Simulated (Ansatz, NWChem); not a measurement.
Worked example: vertical energy of the triplet above the singlet of AlSnSiH7 (SMILES [SiH3][AlH][SnH3])

AlSnSiH7: 10 atoms, total charge 0, spin state singlet. SMILES: `[SiH3][AlH][SnH3]`. The coordinates come from a PBE0-D4/def2-TZVP relaxation.

Both states at this one shape; open shells run unrestricted unless said. 1 Eh = 27.2114 eV.

```tsv
level	program	singlet AlSnSiH7 (Eh)	triplet AlSnSiH7 (Eh)
CAM-B3LYP/def2-SVP (core potential)	Ansatz	-750.194963	-750.077179
MP2/def2-SVP (core potential), 14 core orbitals frozen	NWChem	-748.350927	-748.231777
CCSD/def2-SVP (core potential), 14 core orbitals frozen	Ansatz	-748.414399	-748.298144
```

Question: Work out the vertical gap, second state less first, at each level.

Answer: 
1. CAM-B3LYP/def2-SVP (core potential): -750.077179 − (-750.194963) = 0.117784 Eh = 3.21 eV.
2. MP2/def2-SVP (core potential): -748.231777 − (-748.350927) = 0.119150 Eh = 3.24 eV.
3. CCSD/def2-SVP (core potential): -748.298144 − (-748.414399) = 0.116255 Eh = 3.16 eV.

No measured value is set beside it here; the levels span 3.16 to 3.24 eV. Spin-orbit coupling is left out.
